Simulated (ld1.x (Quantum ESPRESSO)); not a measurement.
**What one change does to a pseudopotential (tellurium, TM)**

ld1.x (Quantum ESPRESSO) 7.5 input, shortened:

```
&input
   title='Te', zed=52., rel=1, dft='BP', iswitch=3,
   config='[Kr] 4d10 4f-2 5s2 5p4'
 /
 &inputp
   pseudotype=2, tm=.true., lloc=-2, rcloc=1.20,
   nlcc=.true., rcore=1.00
 /
4
5S  1  0   2.00   0.00  1.60  1.60  0.0
5P  2  1   4.00   0.00  2.10  2.10  0.0
4D  3  2  10.00   0.00  1.00  1.00  0.0
4F  4  3  -2.00   0.15  1.65  1.65  0.0
 &test
   configts(1)='4d10 5s2 5p4'
 /
```

Change: core [Kr] 4d10, valence charge 6; reference 5s2 5p3; waves now 5s (bound): rc 1.90 bohr; 5p (bound): rc 1.95 bohr; 5d channel at 0.25 Ry: rc 1.90 bohr; local potential the d channel; core correction Bessel-smoothed model core, default radius (core density twice the valence density).

Cutoffs: the cutoffs (Ry, on a coarse ladder) from which the occupation-weighted sum of valence levels, in a spherical-Bessel basis at the reference potential, stays within 10 and 1 mRy of its value at 400 Ry; they do not see the model core or the augmentation charge, which bear on the density cutoff. Errors are all-electron minus pseudo energies relative to the spin-unpolarised reference configuration.

Problem. What does the change do?

Solution. The potential gets softer (120 Ry and 200 Ry → 30 Ry and 40 Ry); the bound ghosts move from s to p, s. The shells moved into the core no longer need plane waves of their own. Several settings change at once here, so the effects cannot be laid on one of them.

```csv
quantity,base,changed
"cutoff, loose",120 Ry,30 Ry
"cutoff, tight",200 Ry,40 Ry
bound ghosts,s,"s, p"
"largest error over its own tests, meV",-144,-171
```

 A true bound ghost makes a file unfit for plane-wave use even where its test errors are small: the radial tests pick states by their node count and pass the ghost by.
